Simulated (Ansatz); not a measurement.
Basis sets compared for the cluster KNa2⁺ (the lowest singlet isomer of a short search). Total charge 1; singlet. Geometry PBE/def2-TZVP. Ansatz on 4 threads of Arm Neoverse V1 on a shared host; times are rough, and most runs start from earlier orbitals.

```xyz
3

Na    0.637    0.173    1.933
Na   -0.728   -1.896   -0.214
K     0.092    1.723   -1.719
```

The structure comes from a short search, and lower isomers may exist.

```json
{"level": "PBE/def2-SVP", "functions": "54", "energy (Eh)": "-923.7142", "HOMO (eV)": "-6.89", "LUMO (eV)": "-5.15", "wall time": "0.55 s"}
{"level": "PBE0/def2-SVP", "functions": "54", "energy (Eh)": "-923.7935", "HOMO (eV)": "-7.34", "LUMO (eV)": "-4.61", "wall time": "0.85 s"}
```

Estimate the rows for PBE/def2-TZVP, PBE0/def2-TZVP (with forces).


| level | functions | energy (Eh) | HOMO (eV) | LUMO (eV) | wall time |
| --- | --- | --- | --- | --- | --- |
| PBE/def2-TZVP | 97 | -923.9121 | -6.92 | -5.22 | 0.85 s |
| PBE0/def2-TZVP (with forces) | 97 | -923.9890 | -7.37 | -4.66 | 1.5 s |
